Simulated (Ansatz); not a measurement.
Basis sets compared for SiClMe3 (C₃H₉ClSi). Charge 0, multiplicity 1. Geometry PBE-D4/def2-SVP. Ansatz on 4 threads of Arm Neoverse V1 on a shared host; times are rough, and most runs start from earlier orbitals.

Cartesian coordinates in Å:
```
Si 0.402 0.065 0.050
Cl 2.468 0.402 0.308
C -0.108 0.892 -1.562
H 0.104 1.979 -1.532
H -1.195 0.754 -1.742
H 0.443 0.457 -2.421
C -0.483 0.831 1.524
H -0.145 0.368 2.473
H -1.581 0.683 1.437
H -0.284 1.920 1.582
C 0.137 -1.797 -0.019
H 0.473 -2.279 0.922
H 0.706 -2.246 -0.858
H -0.939 -2.030 -0.163
```

Binding counts from free atoms (Si triplet, Cl doublet, C triplet, H doublet) in the same basis, without a counterpoise term.

```tsv
level	functions	energy (Eh)	HOMO (eV)	LUMO (eV)	binding per atom (eV)	wall time
PBE-D4/def2-SVP	123	-868.6882	-6.78	0.59	3.94	1.2 s
PBE-D4/def2-TZVP	221	-869.0868	-6.99	0.07	3.93	2.2 s
revPBE-D4/def2-TZVP	221	-869.4401	-6.94	0.15	3.86	2.1 s
PBE0-D4/def2-SVP	123	-868.7873	-8.19	1.40	3.91	1.6 s
PBE0-D4/def2-TZVP	221	-869.1782	-8.33	0.83	3.90	3.4 s
```

Problem. Estimate the rows for PBE-D4/def2-TZVPD, revPBE-D4/def2-TZVPD, PBE0-D4/def2-TZVPD.

Solution. 
```tsv
level	functions	energy (Eh)	HOMO (eV)	LUMO (eV)	binding per atom (eV)	wall time
PBE-D4/def2-TZVPD	281	-869.0884	-7.04	-0.58	3.93	3.3 s
revPBE-D4/def2-TZVPD	281	-869.4419	-6.99	-0.58	3.86	3.3 s
PBE0-D4/def2-TZVPD	281	-869.1795	-8.36	0.03	3.90	4.8 s
```
